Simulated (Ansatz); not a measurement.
Basis-set series for C₃H₅BS, SMILES `BC1=C(C)S1`. The species carries charge 0 and has multiplicity 1. All single points use the PBE0-D4/def2-TZVP geometry.

| functional | basis | functions | energy (Eh) | HOMO (eV) | LUMO (eV) |
| --- | --- | --- | --- | --- | --- |
| PBE0-D4 | def2-SVP | 99 | -539.73740 | -5.98 | -2.35 |
| PBE0-D4 | def2-TZVPP | 236 | -540.03115 | -6.06 | -2.42 |
| ωB97M-V | def2-SVP | 99 | -539.94957 | -7.96 | -0.32 |
| ωB97M-V | def2-TZVPP | 236 | -540.25079 | -8.07 | -0.47 |

Task: Give the rows for def2-QZVPP. (Best estimate.)

Result: Computed: 
| functional | basis | functions | energy (Eh) | HOMO (eV) | LUMO (eV) |
| --- | --- | --- | --- | --- | --- |
| PBE0-D4 | def2-QZVPP | 448 | -540.05129 | -6.08 | -2.45 |
| ωB97M-V | def2-QZVPP | 448 | -540.26980 | -8.10 | -0.53 |
